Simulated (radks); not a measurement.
Q: The mean radii <r> (bohr) of the occupied orbitals of an atom or ion are listed with their occupations. Method: non-relativistic Kohn-Sham, TASK exchange with Perdew-Wang LDA correlation, spin-unpolarised, spherical densities, point nucleus; meta-GGA in the generalised Kohn-Sham scheme; computed with a radial shooting solver on a logarithmic mesh with Libxc functionals.

| orbital | occ. | <r> |
|---|---|---|
| 1s | 2 | 0.01824 |
| 2s | 2 | 0.07669 |
| 2p | 6 | 0.06475 |
| 3s | 2 | 0.1927 |
| 3p | 6 | 0.1833 |
| 3d | 10 | 0.1596 |
| 4s | 2 | 0.4201 |
| 4p | 6 | 0.4223 |
| 4d | 10 | 0.4255 |
| 4f | 14 | 0.4318 |
| 5s | 2 | 0.9290 |
| 5p | 6 | 0.9920 |
| 5d | 10 | 1.208 |
| 6s | 2 | 2.401 |
| 6p | 2 | 2.797 |
| 7p | 1 | 10.63 |

Name the element and its charge.

A: Z = 83, bismuth, charge 0: Bi in [Hg] 6p2 7p1. The 1s radius gives Z: for a bare nucleus <r> = 1.5/Z, 0.01807 bohr for Z = 83, and screening makes it slightly larger (0.01824 here). The occupations add up to 83, and the charge is Z minus that.
